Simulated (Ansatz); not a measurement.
Two members of one family (Series ZnX2), computed with Ansatz in the gas phase. The two geometries come from different levels. Binding counts from free atoms in the multiplicity of their measured ground term, without zero-point energy. A dash marks a value that wasn't run or was left out as unsound. The structures are stationary points that may keep the symmetry of their start.

First: ZnH2 (singlet, charge 0, r2SCAN-D4/def2-TZVP geometry).

```xyz
3

Zn    0.000    0.000    0.000
H    -1.196   -0.716    0.633
H     1.196    0.716   -0.633
```

| level | HOMO (eV) | LUMO (eV) | gap (eV) | vertical IE (eV) | vertical triplet (eV) | binding per atom (eV) |
| --- | --- | --- | --- | --- | --- | --- |
| PBE-D4/def2-TZVP | -6.87 | -1.39 | 5.48 | 10.56 | 5.41 | 1.45 |
| PBE0-D4/def2-SVP | -7.78 | 1.25 | 9.03 | – | – | 1.49 |
| PBE0-D4/def2-TZVP | -8.03 | -0.67 | 7.36 | 10.64 | 5.59 | 1.47 |
| HSE06-D4/def2-TZVP | -7.62 | -1.02 | 6.61 | – | – | 1.47 |
| LC-ωPBE/def2-TZVP | -10.85 | 1.13 | 11.97 | – | – | 1.59 |

Metal–donor distances: 2 × H 1.53 Å.

Second: ZnF2 (singlet, charge 0, PBE-D4/def2-TZVP geometry).

```xyz
3

Zn    0.000    0.001    0.000
F    -1.008    0.656    1.263
F     1.008   -0.657   -1.263
```

Problem. Estimate how these quantities change from the first to the second (second minus first).

Solution. 
| level | Δ HOMO (eV) | Δ LUMO (eV) | Δ gap (eV) | Δ vertical IE (eV) | Δ vertical triplet (eV) | Δ binding per atom (eV) |
| --- | --- | --- | --- | --- | --- | --- |
| PBE-D4/def2-TZVP | -1.70 | -1.65 | 0.06 | 2.11 | 0.21 | 1.36 |
| PBE0-D4/def2-SVP | -1.98 | -2.86 | -0.88 | – | – | 1.16 |
| PBE0-D4/def2-TZVP | -2.52 | -1.38 | 1.14 | 2.58 | 0.72 | 1.18 |
| HSE06-D4/def2-TZVP | -2.50 | -1.39 | 1.11 | – | – | 1.19 |
| LC-ωPBE/def2-TZVP | -2.56 | -0.89 | 1.67 | – | – | 1.28 |

Metal–donor distances: 2 × F 1.74 Å.
